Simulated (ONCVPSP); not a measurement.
P, ONCV: configuration errors across variants

| Quantity | Value |
| --- | --- |
| Element | P (Z = 15) |
| Generator | ONCVPSP 4.0.1 |
| Type | optimised norm-conserving Vanderbilt (ONCV) |
| Functional | LDA (Perdew-Wang 92) |
| Relativity | scalar-relativistic |
| Frozen core | [Ne] |
| Valence charge | 5 |
| Reference configuration | 3s1.75 3p3.25 |
| Partial waves | 3s: rc 1.40 bohr, ncon 4, nbas 7, qcut 5.9 1/bohr, 3 projectors, debl 2.3 Ha; 3p: rc 1.40 bohr, ncon 4, nbas 8, qcut 6.8 1/bohr, local; d scattering state at 0.04 Ha: rc 1.65 bohr, ncon 3, nbas 7, qcut 5.6 1/bohr, 2 projectors, debl 3.4 Ha |
| Local potential | the p channel |
| Core correction | Teter function, fcfact 4.5, rcfact 1.55 |

All-electron excitation energies from the reference (eV): (1) 3s2 3p3 -2.110; (2) 3s2 3p2 7.705; (3) 3s2 3p1 26.949; (4) 3s2 3p0 56.838.

2 further variants failed, have other tests or too few solved ones, and are left out.

A true bound ghost makes a file unfit for plane-wave use even where its test errors are small: the radial tests pick states by their node count and pass the ghost by.

Errors AE − PS in meV (a dash: test not solved or not reliable):

```tsv
change	(1)	(2)	(3)	(4)	bound ghosts	GHOST(+) flags above zero
base	+0.1	+0.2	-1.8	-25	s	none
all radii but the core radius scaled by about 0.90 (s 1.26, p 1.26, d 1.48 bohr)	+0.1	+0.6	-1.2	-29	s	none
all radii but the core radius scaled by about 1.04 (s 1.46, p 1.46, d 1.72 bohr)	+0.1	+0.2	-1.1	-18	s	none
all radii but the core radius scaled by about 1.17 (s 1.64, p 1.64, d 1.94 bohr)	0.0	0.0	-0.8	-14	s	none
all radii but the core radius scaled by about 1.24 (s 1.74, p 1.74, d 2.06 bohr)	0.0	0.0	-0.4	-12	none	none
all radii but the core radius scaled by about 1.31 (s 1.84, p 1.84, d 2.16 bohr)	0.0	+0.1	+0.1	-9.5	none	none
```

(1) Give the same row for: all radii but the core radius scaled by about 1.13 (s 1.58, p 1.58, d 1.88 bohr).

## Answers

(1) +0.1, +0.1, -1.0, -15; bound ghosts: s; GHOST(+) flags above zero: none.
